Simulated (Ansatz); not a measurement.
Frontier orbitals of C$_{6}$H$_{10}$O$_{2}$Sn, SMILES `CC1=CC(C)=[O+][Sn-]([CH3])[O]1`.

Z-matrix (Å, degrees):
```
C
C 1 1.498
H 1 1.093 2 108.9
H 1 1.093 2 109.0 3 116.4
H 1 1.089 2 112.6 3 -121.6
C 2 1.399 1 119.0 3 120.1
O 2 1.267 1 114.9 3 -59.0
C 6 1.399 2 126.2 1 -175.2
H 6 1.081 2 116.8 1 0.9
Sn 7 2.167 2 127.3 1 -170.3
C 8 1.498 6 119.0 2 175.2
O 8 1.267 6 126.1 2 -3.8
C 10 2.192 7 90.3 2 73.7
H 11 1.089 8 112.6 6 1.6
H 11 1.093 8 108.9 6 -120.0
H 11 1.093 8 109.0 6 123.6
H 13 1.094 10 110.2 7 78.4
H 13 1.094 10 110.2 7 -162.5
H 13 1.092 10 110.9 7 -42.1
```

Total charge 0; spin multiplicity 1. Correlated methods include outer-core shells of Sn, which these sets cover unevenly. Sn takes the def2 core potential. The geometry is a stationary point of PBE0-D4/def2-TZVP. Basis def2-TZVPP, Ansatz.

```json
{"functional": "PBE", "HOMO (eV)": "-4.84", "LUMO (eV)": "-2.42", "gap (eV)": "2.42"}
{"functional": "PBE0", "HOMO (eV)": "-5.81", "LUMO (eV)": "-1.53", "gap (eV)": "4.28"}
{"functional": "B3LYP", "HOMO (eV)": "-5.65", "LUMO (eV)": "-1.74", "gap (eV)": "3.91"}
{"functional": "r2SCAN0", "HOMO (eV)": "-5.96", "LUMO (eV)": "-1.44", "gap (eV)": "4.52"}
{"functional": "HSE06 (plane-wave form)", "HOMO (eV)": "-5.42", "LUMO (eV)": "-1.91", "gap (eV)": "3.51"}
{"functional": "BHLYP", "HOMO (eV)": "-6.68", "LUMO (eV)": "-0.47", "gap (eV)": "6.21"}
{"functional": "CAM-B3LYP", "HOMO (eV)": "-7.04", "LUMO (eV)": "-0.43", "gap (eV)": "6.61"}
{"functional": "LC-ωPBE", "HOMO (eV)": "-8.25", "LUMO (eV)": "0.63", "gap (eV)": "8.88"}
{"functional": "ωB97M-V", "HOMO (eV)": "-7.89", "LUMO (eV)": "0.53", "gap (eV)": "8.42"}
```

Against PBE, PBE0 changes HOMO and LUMO by −0.97 and +0.89 eV, ωB97M-V by −3.05 and +2.96 eV. A gap of 2.41 eV thus becomes 8.42 eV for the same molecule, so an orbital gap means little without its functional. A positive LUMO is unbound and depends on the basis.

B3LYP here is the variant with VWN-RPA as its local correlation; programs differ in this. LC-ωPBE has ω = 0.4 bohr⁻¹.
